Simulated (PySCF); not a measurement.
C2HCl3, charge -1, doublet, at a GFN2-xTB geometry (a state made from the parent by changing its charge; the spin is typed, not shown lowest) (in this run its highest filled SCF level lies above zero, so its values depend strongly on the basis, on diffuse functions most of all); PySCF with B3LYP/STO-3G.

Here is a job for PySCF.
```python
from pyscf import gto, scf, dft

mol = gto.Mole()
mol.atom = '''
    Cl    2.226117    0.553577    0.154628
    C     0.969458   -0.619131   -0.062098
    C    -0.269291   -0.357789    0.368194
    Cl   -1.127012    1.492696   -0.337171
    Cl   -1.425000   -1.611075    0.104396
    H     1.339223   -1.536843   -0.508058
'''
mol.basis = 'sto-3g'
mol.charge = -1
mol.spin = 1
mol.verbose = 4
mol.build()

mf = dft.UKS(mol)
mf.xc = 'b3lyp'
mf.grids.atom_grid = (75, 302)
mf.kernel()
```

Output, abridged:

```
PySCF version 2.14.0

[INPUT] verbose = 4
[INPUT] num. atoms = 6
[INPUT] num. electrons = 65
[INPUT] charge = -1
[INPUT] spin (= nelec alpha-beta = 2S) = 1
[INPUT] symmetry False subgroup None
[INPUT] Mole.unit = angstrom
[INPUT] Symbol           X                Y                Z      unit          X                Y                Z       unit  Magmom
[INPUT]  1 Cl     2.226117000000   0.553577000000   0.154628000000 AA    4.206751451238   1.046108918858   0.292204571189 Bohr   0.0
[INPUT]  2 C      0.969458000000  -0.619131000000  -0.062098000000 AA    1.832010109269  -1.169988025228  -0.117348212883 Bohr   0.0
[INPUT]  3 C     -0.269291000000  -0.357789000000   0.368194000000 AA   -0.508886237810  -0.676123220382   0.695785820708 Bohr   0.0
[INPUT]  4 Cl    -1.127012000000   1.492696000000  -0.337171000000 AA   -2.129744019098   2.820786627234  -0.637160847146 Bohr   0.0
[INPUT]  5 Cl    -1.425000000000  -1.611075000000   0.104396000000 AA   -2.692859727505  -3.044490516134   0.197279848500 Bohr   0.0
[INPUT]  6 H      1.339223000000  -1.536843000000  -0.508058000000 AA    2.530764689718  -2.904212366455  -0.960090475394 Bohr   0.0

nuclear repulsion = 302.539836206192
number of shells = 22
number of NR pGTOs = 114
number of NR cGTOs = 38
basis = sto-3g
ecp = {}

******** <class 'pyscf.dft.uks.UKS'> ********
method = UKS
initial guess = minao
damping factor = 0
level_shift factor = 0
DIIS = <class 'pyscf.scf.diis.CDIIS'>
diis_start_cycle = 1
diis_space = 8
diis_damp = 0
SCF conv_tol = 1e-09
SCF conv_tol_grad = None
SCF max_cycles = 50
direct_scf = True
direct_scf_tol = 1e-13
number electrons alpha = 33  beta = 32
XC library pyscf.dft.libxc version 7.1.2
    S. Lehtola, C. Steigemann, M. J. T. Oliveira, and M. A. L. Marques,  SoftwareX 7, 1–5 (2018)
XC functionals = b3lyp
    P. J. Stephens, F. J. Devlin, C. F. Chabalowski, and M. J. Frisch,  J. Phys. Chem. 98, 11623 (1994)
radial grids:
    Treutler-Ahlrichs [JCP 102, 346 (1995); DOI:10.1063/1.469408] (M4) radial grids

becke partition: Becke, JCP 88, 2547 (1988); DOI:10.1063/1.454033
pruning grids: <function nwchem_prune>
grids dens level: 3
symmetrized grids: False
atomic radii adjust function: <function treutler_atomic_radii_adjust>
User specified grid scheme (75, 302)
small_rho_cutoff = 0
Set gradient conv threshold to 3.16228e-05
tot grids = 84024
init E= -1440.87551874948

cycle= 1 E= -1441.23026379678  delta_E= -0.355  |g|= 0.174  |ddm|= 2.56
cycle= 2 E= -1441.21893350618  delta_E= 0.0113  |g|= 0.248  |ddm|= 1.07
cycle= 3 E= -1441.27739597139  delta_E= -0.0585  |g|= 0.0164  |ddm|= 0.546
cycle= 4 E= -1441.27779872446  delta_E= -0.000403  |g|= 0.00764  |ddm|= 0.0563
cycle= 5 E= -1441.27783564239  delta_E= -3.69e-05  |g|= 0.00688  |ddm|= 0.0255
cycle= 6 E= -1441.27787252111  delta_E= -3.69e-05  |g|= 0.00154  |ddm|= 0.0128
cycle= 7 E= -1441.27787532892  delta_E= -2.81e-06  |g|= 0.000267  |ddm|= 0.00457
cycle= 8 E= -1441.27787551093  delta_E= -1.82e-07  |g|= 8.12e-05  |ddm|= 0.0013
cycle= 9 E= -1441.27787554198  delta_E= -3.1e-08  |g|= 3.97e-05  |ddm|= 0.000535
cycle= 10 E= -1441.27787554909  delta_E= -7.11e-09  |g|= 1.11e-05  |ddm|= 0.000322
cycle= 11 E= -1441.27787554955  delta_E= -4.62e-10  |g|= 3.7e-06  |ddm|= 8.41e-05
Extra cycle  E= -1441.27787554956  delta_E= -1.07e-11  |g|= 4.09e-06  |ddm|= 2.07e-05
converged SCF energy = -1441.27787554956  <S^2> = 0.75213144  2S+1 = 2.0021303
```
